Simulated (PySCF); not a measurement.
# Unknown compound

An unknown has the formula C$_{5}$H$_{5}$F$_{3}$O$_{2}$. Its calculated NMR data are:

1H NMR (400 MHz, computed): δ 7.29 (m, 1H), 6.79 (m, 1H), 4.10 (s, 3H).

13C{1H} NMR (computed): δ 168.6 (C), 142.2 (CH2), 140.0 (C), 131.1 (C), 54.1 (CH3).

Theoretical values (PySCF): σ from GIAO-PBE0/pcSseg-1, geometry: GFN2-xTB. Averaged over atoms made equivalent by symmetry, fast rotation or ring inversion, one conformer, non-relativistic, no solvent model.

Referencing at the same level of theory: 1H (31.72 ppm), 13C (186.93 ppm) vs TMS.

**Question.** Choose the structure that fits.
A. FC(F)OC1=COC[C@H]1F
B. C=C(C(=O)OC)C(F)(F)F
C. FC(F)(F)O/C=C/[C@H]1CO1

**Answer.** B. 

Rings plus π bonds: 2 (no ring in the answer). 5 carbon signals for 5 carbons: no two carbons are equivalent. Carbon types of the structure: 3 × C, 1 × CH2, 1 × CH3, which accounts for all hydrogens. δC 168.6: ester carbonyl carbon; it is a carbonyl in resonance with an O or N lone pair, the region of acids, esters and amides. δC 142.2: β carbon of a C=C–C=O unit; conjugation with the carbonyl draws π density from the β position. δC 140.0: α carbon of a C=C–C=O unit; an sp2 carbon of a C=C bond. δC 131.1: CF3 carbon; 3 electronegative neighbours deshield it. δH 7.29, 6.79: hydrogen on a β carbon of a C=C–C=O unit; olefinic region.

The others: FC(F)OC1=COC[C@H]1F would give 5 signals for carbon-bound and other non-exchanging H, not 3; FC(F)(F)O/C=C/[C@H]1CO1 would give 5 signals for carbon-bound and other non-exchanging H, not 3.

Splittings by 19F in the carbon and heteronuclear signals aren't shown, as no couplings were computed. Shifts are as computed. Against solution values, carbons near 30 ppm lie about +3 ppm off and those near 130 ppm about +5 ppm. Of 1211 compounds with measured shifts, 218 miss one by over three times the rms of a fit or turn the order of signals round; such compounds aren't used in these exercises. Multiplicities follow the n + 1 count of equivalent neighbours, as no J values were calculated; m marks all less simple cases, F and P coupling included.
